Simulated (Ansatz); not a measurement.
Isolated molecules relaxed with PBE0-D4/def2-TZVP in Ansatz; ΔE leaves out vibrations. CCSD(T)/CBS adds triple-zeta CCSD(T) − MP2 to the extrapolated MP2 energy (def2 sets, frozen cores). Functionals use def2-TZVPP. B3LYP here is the variant with VWN-RPA as its local correlation; programs differ in this. Elements past krypton have def2 core potentials. For Ge, Te outer-core shells are correlated without core-valence functions, which leaves a few kJ/mol of doubt a bond. Scalar relativity is left out up to krypton. One conformer a species, not always the lowest.

Consider the formal exchange of groups at a Ge–Te bond: `[GeH3][Te][GeH3]` + `COC=O` → `O=C[O][GeH3]` + `C[Te][GeH3]`.

`[GeH3][Te][GeH3]`:

Cartesian coordinates in Å:
```
Ge 0.185 -0.675 1.698
Te -1.777 0.145 0.280
Ge -0.239 0.680 -1.689
H 0.879 -1.857 1.003
H -0.398 -1.120 3.046
H 1.197 0.462 1.906
H -1.130 1.227 -2.812
H 0.482 -0.595 -2.157
H 0.801 1.733 -1.276
```

`COC=O`:

Cartesian coordinates in Å:
```
C -0.284 -0.004 0.987
O -0.567 0.455 -0.335
C 0.290 0.057 -1.270
O 1.249 -0.635 -1.090
H 0.694 0.351 1.312
H -1.069 0.406 1.618
H -0.294 -1.094 1.022
H -0.019 0.464 -2.243
```

`O=C[O][GeH3]`:

Z-matrix (Å, degrees):
```
Ge
O 1 1.840
H 1 1.528 2 108.6
H 1 1.531 2 100.3 3 118.0
H 1 1.528 2 108.6 3 -124.0
C 2 1.318 1 113.7 3 62.0
O 6 1.203 2 124.7 1 0.0
H 6 1.101 2 111.6 1 -180.0
```

`C[Te][GeH3]`:

Cartesian coordinates in Å:
```
C 1.508 -0.430 0.768
Te 0.703 -0.858 -1.178
Ge -1.466 0.411 -0.762
H 1.613 0.645 0.895
H 2.487 -0.904 0.810
H 0.862 -0.851 1.535
H -2.313 0.293 -2.037
H -1.171 1.891 -0.461
H -2.222 -0.197 0.431
```

Is it downhill or uphill in electronic energy at CCSD(T)/CBS, and by how much? (Estimate.)

Ansatz gave: Downhill: ΔE = -11.2 kJ/mol.

What do these levels give: revPBE-D4, PBE0-D4, B3LYP-D4, r2SCANh-D4, PBE-QIDH, revPBE, r2SCAN, B3LYP, BHLYP, MP2/def2-SVP, MP2/def2-TZVPP, SCS-MP2/def2-TZVPP? (Estimate.)

The calculation gave: revPBE-D4 -6.2, PBE0-D4 1.0, B3LYP-D4 -6.0, r2SCANh-D4 -3.8, PBE-QIDH -4.5, revPBE -3.6, r2SCAN -5.5, B3LYP -6.2, BHLYP -4.6, MP2/def2-SVP 1.8, MP2/def2-TZVPP -14.2, SCS-MP2/def2-TZVPP -15.7 kJ/mol.

What do rigid-rotor, harmonic-oscillator terms from PBE0-D4/def2-TZVP frequencies (298.15 K, 1 bar) make of the CCSD(T)/CBS value? (An estimate is asked.)

Ansatz gave: ΔZPE = -4.4 kJ/mol, ΔH = -16.1 kJ/mol, ΔS = -2 J/(mol·K), ΔG = -15.5 kJ/mol.

Largest T1 diagnostic among the species: 0.015.

In def2-TZVPP, CCSD(T) changes the Hartree–Fock value by −9.2 kJ/mol (the triples alone add −1.4 kJ/mol) and MP2 by −10.5 kJ/mol. From r2SCAN to r2SCAN0 (25 % exact exchange), in def2-TZVPP and without D4, ΔE moves by +4.0 kJ/mol.
